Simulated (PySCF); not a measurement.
Job file and geometry (Å, from PBE0-D3(BJ)/def2-SVP) of an NMR shielding run on SMILES C=[CH][GeH2][O][SiH2]C, C3H10GeOSi, GIAO mPW1PW91/pcSseg-1 NMR shielding, non-relativistic, gas phase in PySCF 2.14.0, density-fitted response routines; density fitting, a coarse starting grid and PySCF grid level 2 are the driver's defaults:

```
{"job": {"kind": "nmr", "xc": "mPW1PW91", "basis": "pcSseg-1", "pop": false}, "charge": 0, "multiplicity": 1}
C      2.575182    -1.138588    -0.750843
C      2.133542    -0.455180     0.309726
Ge     1.274696     1.272127     0.136478
O     -0.425590     1.136458     0.647406
Si    -1.664502     0.092876     0.277499
C     -1.445934    -1.559052     1.130094
H      2.478289    -0.749382    -1.771223
H      3.055068    -2.119263    -0.654015
H      2.248741    -0.888108     1.311302
H      1.314437     1.700012    -1.344565
H      1.881757     2.332092     1.068116
H     -2.936267     0.736692     0.723845
H     -1.732343    -0.120769    -1.206681
H     -0.535316    -2.065926     0.774978
H     -1.367244    -1.428463     2.220523
H     -2.306495    -2.215999     0.924758
```

Q: What does the program print?

A: 
```
coarse grid: 59272 points
cycle   1  E = -2561.7955499861  dE = -3.509e-01  |g| = 1.199e+00  |ddm| = 3.621e+00
cycle   2  E = -2561.4435692903  dE =  3.520e-01  |g| = 1.776e+00  |ddm| = 1.949e+00
cycle   3  E = -2561.9542827384  dE = -5.107e-01  |g| = 3.403e-01  |ddm| = 1.538e+00
cycle   4  E = -2561.9749701908  dE = -2.069e-02  |g| = 7.671e-02  |ddm| = 2.709e-01
cycle   5  E = -2561.9758158266  dE = -8.456e-04  |g| = 1.031e-02  |ddm| = 6.019e-02
cycle   6  E = -2561.9758393702  dE = -2.354e-05  |g| = 2.432e-03  |ddm| = 1.339e-02
cycle   7  E = -2561.9758406979  dE = -1.328e-06  |g| = 3.086e-04  |ddm| = 2.822e-03
final grid: 123520 points
cycle   8  E = -2561.9758628250  dE = -7.779e-08  |g| = 3.515e-04  |ddm| = 1.660e-03
cycle   9  E = -2561.9758628008  dE =  2.418e-08  |g| = 4.927e-04  |ddm| = 7.441e-04
cycle  10  E = -2561.9758628545  dE = -5.364e-08  |g| = 8.242e-05  |ddm| = 4.128e-04
cycle  11  E = -2561.9758628559  dE = -1.389e-09  |g| = 1.174e-05  |ddm| = 6.237e-05
cycle  12  E = -2561.9758628559  dE = -3.183e-11  |g| = 3.639e-06  |ddm| = 1.272e-05
converged SCF energy = -2561.9758628559

GIAO shielding tensors (ppm)
atom      isotropic    diamagn.    paramagn.     s11        s22        s33       span
  0 C       38.994     254.869    -215.875    -86.608     44.960    158.630    245.238
  1 C       37.811     262.443    -224.632    -83.559     26.779    170.213    253.772
  2 Ge    1348.577    2756.125   -1407.548   1275.642   1305.886   1464.204    188.562
  3 O      306.922     403.983     -97.061    238.741    316.846    365.180    126.439
  4 Si     362.974     880.742    -517.769    303.912    357.562    427.447    123.535
  5 C      182.240     256.942     -74.702    169.183    184.334    193.203     24.020
  6 H       25.092      31.665      -6.573     21.033     24.396     29.846      8.812
  7 H       24.881      28.681      -3.800     21.647     24.213     28.782      7.135
  8 H       24.624      32.390      -7.766     21.851     24.826     27.196      5.346
  9 H       26.217      29.567      -3.350     20.404     22.021     36.226     15.822
 10 H       26.029      27.828      -1.798     19.733     21.329     37.026     17.293
 11 H       26.344      29.152      -2.807     22.429     24.815     31.790      9.361
 12 H       26.356      31.180      -4.824     22.946     25.178     30.944      7.998
 13 H       30.883      34.715      -3.832     25.965     30.172     36.511     10.547
 14 H       30.881      31.196      -0.315     27.317     28.634     36.692      9.376
 15 H       31.525      29.549       1.976     27.601     27.730     39.245     11.644
```

Q: Turn these shieldings into chemical shifts. References, each an isolated molecule treated in the same way: $^{13}$C (σref 183.54) and $^{29}$Si (σref 350.83) and $^{1}$H (σref 31.32) against TMS; GeMe4 for $^{73}$Ge (σref 1324.55); $^{17}$O (σref 333.30) vs H2O.

A: Averaging equivalent atoms: C 1: 145.7; C 0: 144.5; C 5: 1.3; Ge 2: -24; O 3: 26.4; Si 4: -12.1; H 8: 6.69; H 7: 6.44; H 6: 6.23; H 9/10: 5.19; H 11/12: 4.97; H 13/14/15: 0.22 ppm. Experimental scales use liquid or dissolved standards, which lie at an offset from isolated H2O (liquid H2O: subtract about 36 ppm).

Relativistic effects, spin–orbit coupling among them, are left out; they matter for Ge and for the light atoms bonded to it.

Size and cost of the density-fitted run: 183 basis functions, 25 s wall time on 1 thread of an x86-64 server CPU, shared host.
